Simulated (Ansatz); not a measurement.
A run on `[OH][Zr]([F])([Cl])[I]` with other settings.

```yaml
crystal:
  periodic: [false, false, false]
  atoms:
    - {symbol: O, position_ang: [-1.109935, 1.031011, -0.301672]}
    - {symbol: Zr, position_ang: [0.227317, -0.393281, -0.011198]}
    - {symbol: F, position_ang: [0.137888, -1.673717, -1.522535]}
    - {symbol: Cl, position_ang: [-0.272016, -1.572949, 2.085425]}
    - {symbol: I, position_ang: [2.833290, 0.766754, 0.108558]}
    - {symbol: H, position_ang: [-1.772339, 1.774981, -0.406982]}
basis:
  gaussian: {orbitals: def2-mTZVPP, point_charges: [{charge: 2.00, position_ang: [5.442, 0.790, 0.495]}]}
magnetization: {spin_polarized: true, initial_magnetization: 0}
hamiltonian: {xc: {name: revPBE0}}
accuracy: high
output: {forces: true}
```

```sh
$ ansatz run in.yaml --threads 4 --pin off --events-out ev --progress --plain --max-ram 10444MiB
```

It prints (some lines left out):

```
Functional definition: revPBE0
2819 factors; integrals over basis functions are off by at most 2.7e-8 eV
mean field evaluation 1: about -26682.7855 eV, gradient 5.2e1 eV
mean field evaluation 2: about -26454.8145 eV, gradient 2.4e2 eV
mean field evaluation 4: about -26692.9280 eV, gradient 1.3e1 eV
mean field evaluation 8: about -26693.6457 eV, gradient 8.4e-1 eV
mean field evaluation 16: about -26693.6496 eV, gradient 4.4e-4 eV
mean field -26693.64957892 eV, -980.9735284198 hartree, gradient 8.0e-8 eV, S^2 0.000000; 0 other end points of the search recorded, 0 dependent functions left out
reference -26693.64958536 eV, -980.9735286563 hartree; 36, 36 occupied and 113, 113 virtual orbitals, 2819 factors
Total energy: -26693.64958536 eV, -980.9735286563 hartree
Atom 0 at    -1.109935     1.031011    -0.301672 Å, force     1.449537    -0.767617     0.291097 eV/Å
Atom 1 at     0.227317    -0.393281    -0.011198 Å, force    -4.188820    -1.616186    -0.608033 eV/Å
Atom 2 at     0.137888    -1.673717    -1.522535 Å, force     0.313757     1.889612     2.172637 eV/Å
Atom 3 at    -0.272016    -1.572949     2.085425 Å, force     0.585065     1.153600    -1.972796 eV/Å
Atom 4 at     2.833290     0.766754     0.108558 Å, force     6.401416     1.154437     0.657743 eV/Å
Atom 5 at    -1.772339     1.774981    -0.406982 Å, force     1.075220    -1.417927     0.204706 eV/Å
Dipole moment:    -3.190636    -0.085019    -0.194840 e Å
```

Hardware: 4 threads of an Intel Xeon Platinum 8259CL on a shared host. Wall time 18 s, peak host memory 1.1 GiB.
